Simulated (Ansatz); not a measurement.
Abridged output of a molecular run in Ansatz:

```
Functional definition: HF
2143 factors; integrals over basis functions are off by at most 1.3e-3 eV
mean field evaluation 1: about -22307.5750 eV, gradient 4.8e1 eV
mean field evaluation 2: about -22307.5819 eV, gradient 4.8e1 eV
mean field evaluation 4: about -22314.1164 eV, gradient 3.9e0 eV
mean field evaluation 8: about -22314.1805 eV, gradient 5.8e-5 eV
mean field -22314.18052538 eV, -820.0310092129 hartree, gradient 9.8e-7 eV, S^2 0.000000; 0 other end points of the search recorded, 0 dependent functions left out
16 core orbitals not correlated: weight in the atoms' cores, before any rotation towards them, 1.000 or more for the frozen orbitals, at most 0.000 for the correlated occupied ones
reference -22314.18052538 eV, -820.0310092129 hartree; 25, 25 occupied and 169, 169 virtual orbitals, 2143 factors
second order -29.35922410 eV of doubles, -0.00000000 eV of singles
cycle   1  -31.60381181 eV  change    -2.2e0 eV  update   1.1e-1
cycle   2  -32.44703796 eV  change   -8.4e-1 eV  update   3.3e-2
cycle   3  -32.55167647 eV  change   -1.0e-1 eV  update   1.1e-2
cycle   4  -32.55387913 eV  change   -2.2e-3 eV  update   3.0e-3
cycle   5  -32.55388380 eV  change   -4.7e-6 eV  update   1.1e-3
cycle   6  -32.55379678 eV  change    8.7e-5 eV  update   3.3e-4
cycle   7  -32.55378349 eV  change    1.3e-5 eV  update   1.2e-4
cycle   8  -32.55378761 eV  change   -4.1e-6 eV  update   4.2e-5
perturbative correction -0.96058547 eV, -0.0353008650 hartree
Total energy: -22347.69489846 eV, -821.2626397069 hartree
```

Its atoms:

```xyz
26

C     1.3265   -2.0146   -1.1074
Al    1.1144   -0.0490   -0.9205
C     0.3332    0.9239   -2.4654
C     2.4889    0.9086    0.1459
P    -0.7984    0.0350    0.6594
C    -0.4973   -0.7841    2.2542
C    -1.3235    1.7131    1.1211
C    -2.3203   -0.7472    0.0454
H     1.5679   -2.5101   -0.1603
H     0.4354   -2.5033   -1.5171
H     2.1485   -2.2465   -1.7948
H    -0.5518    0.4277   -2.8792
H     0.0501    1.9542   -2.2225
H     1.0605    0.9890   -3.2833
H     2.2063    1.9416    0.3774
H     3.4328    0.9643   -0.4091
H     2.7183    0.4094    1.0940
H     0.3608   -0.3159    2.7395
H    -0.2545   -1.8331    2.0763
H    -1.3655   -0.7204    2.9142
H    -1.6080    2.2587    0.2198
H    -2.1660    1.6985    1.8163
H    -0.4835    2.2356    1.5819
H    -3.1317   -0.6852    0.7742
H    -2.6264   -0.2549   -0.8792
H    -2.1167   -1.7953   -0.1806
```

Q: Which basis set was used?
A. def2-SVPD
B. cc-pV(T+d)Z
C. def2-TZVPPD
D. def2-SVP

A: D. It gives 210 functions.

Q: Write the keys of the input that set method, charge and spin (a neutral closed shell needs none for the last two).

A: 
```yaml
correlation: {method: ccsd_t}
```
